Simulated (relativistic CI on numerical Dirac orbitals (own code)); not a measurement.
## d3 in a ligand field

Computed with a parametric ligand-field model of a d^n configuration (Racah B and C, spin-orbit zeta, crystal field), exact diagonalisation.

Field parameters in Wybourne normalisation: D3d B²₀ = −7Dσ, B⁴₀ = −14Dq − 21Dτ, B⁴₃ = −14√(10/7) Dq; D4h B²₀ = −7Ds, B⁴₀ = 21(Dq − Dt), B⁴₄ = 21√(5/14) Dq; Oh B⁴₀ = 21Dq, B⁴₄ = √(5/14) B⁴₀. The field is a parameter set, without covalency.

Ground term and bands for B = 380, C = 1830, ζ = 0 cm⁻¹, D4h, 10Dq = 17550, Ds = 1880, Dt = 680 cm⁻¹?

Ground term 4B1 with 0.00 electrons in the two orbitals of the cubic e set. Spin-allowed: 4E 9681 cm⁻¹ (1033 nm), 4A2 10915 cm⁻¹ (916 nm), 4B2 17550 cm⁻¹ (570 nm), 4E 22603 cm⁻¹ (442 nm). Lowest spin-forbidden: 2E 7883 cm⁻¹ (1269 nm), 2A1 8244 cm⁻¹ (1213 nm), 2B1 8462 cm⁻¹ (1182 nm).

Ground term and bands for B = 860, C = 4240, ζ = 0 cm⁻¹, D4h, 10Dq = 36600, Ds = 1850, Dt = -100 cm⁻¹?

Ground term 4B1 with 0.00 electrons in the two orbitals of the cubic e set. Spin-allowed: 4B2 36600 cm⁻¹ (273 nm), 4E 36824 cm⁻¹ (272 nm), 4A2 39380 cm⁻¹ (254 nm), 4E 50811 cm⁻¹ (197 nm). Lowest spin-forbidden: 2E 17478 cm⁻¹ (572 nm), 2A1 19318 cm⁻¹ (518 nm), 2B1 19503 cm⁻¹ (513 nm).

Ground term and bands for B = 500, C = 2450, ζ = 0 cm⁻¹, D3d, 10Dq = 23850, Dσ = 0, Dτ = 400 cm⁻¹?

Ground term 4A2 with 0.00 electrons in the two orbitals of the cubic e set. Spin-allowed: 4A1 24576 cm⁻¹ (407 nm), 4E 25578 cm⁻¹ (391 nm), 4A2 29735 cm⁻¹ (336 nm), 4E 31978 cm⁻¹ (313 nm). Lowest spin-forbidden: 2E 10348 cm⁻¹ (966 nm), 2E 11425 cm⁻¹ (875 nm), 2A2 11783 cm⁻¹ (849 nm).

Ground term and bands for B = 1030, C = 4910, ζ = 0 cm⁻¹, Oh, 10Dq = 6000 cm⁻¹?

Ground term 4A2 with 0.00 electrons in the two orbitals of the cubic e set. Spin-allowed: 4T2 6000 cm⁻¹ (1667 nm), 4T1 10332 cm⁻¹ (968 nm), 4T1 23118 cm⁻¹ (433 nm). Lowest spin-forbidden: 2E 21222 cm⁻¹ (471 nm), 2T1 21976 cm⁻¹ (455 nm), 2A1 24850 cm⁻¹ (402 nm). With an A2 ground term the first spin-allowed band lies at |10Dq| itself.

Ground term and bands for B = 380, C = 1520, ζ = 0 cm⁻¹, D4h, 10Dq = 17500, Ds = -1500, Dt = -570 cm⁻¹?

Ground term 4B1 with 0.00 electrons in the two orbitals of the cubic e set. Spin-allowed: 4B2 17500 cm⁻¹ (571 nm), 4E 18618 cm⁻¹ (537 nm), 4E 26236 cm⁻¹ (381 nm), 4A2 30448 cm⁻¹ (328 nm). Lowest spin-forbidden: 2E 7321 cm⁻¹ (1366 nm), 2B1 7508 cm⁻¹ (1332 nm), 2A1 7620 cm⁻¹ (1312 nm).
